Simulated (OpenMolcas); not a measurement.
An OpenMolcas run meant for Ta³⁺ (ANO-RCC-VDZ, DKH2; inactive shells 1s 2s 2p 3s 3p 3d 4s 4p 4d 4f 5s 5p; intended active space 2 electrons in 5 orbitals (5d)). One step of its input:

```
&RASSCF
FileOrb=start.orb
Symmetry=1
Spin=4
nActEl=2 0 0
Inactive=15 19
Ras2=5 0
CIRoot=10 10 1
SDav=10
CIMx=300
Iter=88 100
PrWF=0.3
OrbListing=Nothing
MaxOrb=0
Atom
>>> COPY $Project.JobIph JOB001
```

Lines from the output:

```
--- SEWARD ---
Basis set label: TA.ANO-RCC...7S6P4D2F.

      Electronic valence basis set:
      ------------------
      Associated Effective Charge  73.000000 au
      Associated Actual Charge     73.000000 au
      Nuclear Model: Point charge

      Shell  nPrim  nBasis  Cartesian Spherical Contaminant
         s      24       7        X
         p      21       6        X
         d      15       4                 X
         f      11       2                 X
                  Relativistic Douglas-Kroll-Hess integrals:
                    - DKH order of Hamiltonian: 2
                    - DKH order of Properties : 0
                  Atomic mean-field integrals
--- RASSCF ---

 Nr of active orbitals     NAC=   5
 Spin degeneracy         ISPIN=   4
 There can be no such wave function.
 ************************************************
--- Stop Module: rasscf at  /rc=_RC_INPUT_ERROR_ ---
.####################.
.# User input error #.
.####################.
```

Q: What is wrong with the input?

A: The spin multiplicity does not fit the number of active electrons: an even count needs an odd multiplicity and the reverse.
